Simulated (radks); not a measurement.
Species: I+. Configuration: [Kr] 4d8 5s2 5p6 (not the ground configuration). Calculated with a radial shooting solver on a logarithmic mesh with Libxc functionals: scalar-relativistic Kohn-Sham, PBEsol, spin-unpolarised, spherical densities, finite nucleus; Fermi nuclear charge, rms radius 4.75 fm.

X-ray form factor f0, the Fourier transform of the density (f0(0) = 52):

sin(theta)/lambda (1/angstrom),f0 (electrons)
0.05,51.051
0.1,48.533
0.15,45.198
0.2,41.768
0.25,38.659
0.3,35.980
0.4,31.633
0.5,28.057
0.6,24.981
0.8,20.315
1,17.272
1.25,14.495
1.5,12.064
2,8.216
